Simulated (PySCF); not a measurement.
Correlation energy of Eu³⁴⁺ (europium, charge +34)

Starting occupation: [Ar] 3d10 4s1, 4s1/2 with m_j = +1/2. Calculation: PySCF 2.14, in an uncontracted even-tempered set (17 s from 3.5 bohr⁻², ratio 2.8; 13 p from 4.6 bohr⁻², ratio 2.8; 8 d from 8.1 bohr⁻², ratio 2.8; 4 f from 19 bohr⁻², ratio 3); X2C-1e with screened-nucleus spin-orbit coupling, Gaussian nucleus. Frozen: [Ne]; 19 electrons correlated; the 74 highest virtual spinors left out.

MP2 pair energies summed by pair of shells (mhartree):

| pair | energy | share (%) |
| --- | --- | --- |
| 3d3/2-3d5/2 | -186.42 | 25.9 |
| 3d5/2-3d5/2 | -131.30 | 18.2 |
| 3d5/2-3p3/2 | -66.16 | 9.2 |
| 3d3/2-3d3/2 | -56.55 | 7.9 |
| 3d3/2-3p3/2 | -44.98 | 6.2 |
| 3d5/2-3p1/2 | -33.29 | 4.6 |
| 3d5/2-3s1/2 | -26.14 | 3.6 |
| 3p1/2-3p3/2 | -25.39 | 3.5 |
| 3d5/2-4s1/2 | -24.95 | 3.5 |
| 3p3/2-3p3/2 | -24.81 | 3.4 |
| 3d3/2-3p1/2 | -21.60 | 3.0 |
| 3d3/2-3s1/2 | -17.61 | 2.4 |
| 3d3/2-4s1/2 | -16.19 | 2.2 |
| 3p3/2-3s1/2 | -13.71 | 1.9 |
| 3p3/2-4s1/2 | -8.28 | 1.1 |
| 3p1/2-3s1/2 | -7.18 | 1.0 |
| 3p1/2-3p1/2 | -6.19 | 0.9 |
| 3s1/2-3s1/2 | -3.86 | 0.5 |
| 3p1/2-4s1/2 | -3.49 | 0.5 |
| 3s1/2-4s1/2 | -2.01 | 0.3 |

Total MP2 correlation energy: -720.11 mhartree.

At this charge the one-electron X2C treatment keeps the bare 1/r₁₂, with no two-electron picture change or Breit term. The effect here is smaller than on the frozen 1s shell.
